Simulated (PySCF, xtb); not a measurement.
C₂H₅FO₂Si, SMILES O=CC[Si@H](O)F. One conformer was computed; it need not be the lowest.

Harmonic wavenumbers (cm⁻¹) from GFN2-xTB in xtb at its own minimum, in rising order: 55, 107, 164, 193, 234, 309, 396, 523, 607, 644, 670, 795, 829, 844, 908, 981, 1029, 1124, 1173, 1377, 1446, 1730, 2447, 2788, 3008, 3053, 3501.

What does PySCF 2.14.0 with B3LYP-D3(BJ)/def2-SVP give at its own minimum? (An estimate is asked for; the answer gives what the named calculation found.)

71, 114, 193, 219, 294, 370, 562, 582, 621, 756, 801, 850, 877, 934, 966, 987, 1010, 1154, 1210, 1402, 1417, 1799, 2304, 2927, 3035, 3119, 3685. Paired by order, the mean absolute difference is 63 cm⁻¹ and the zero-point energies are 44.2 and 46.1 kcal/mol.
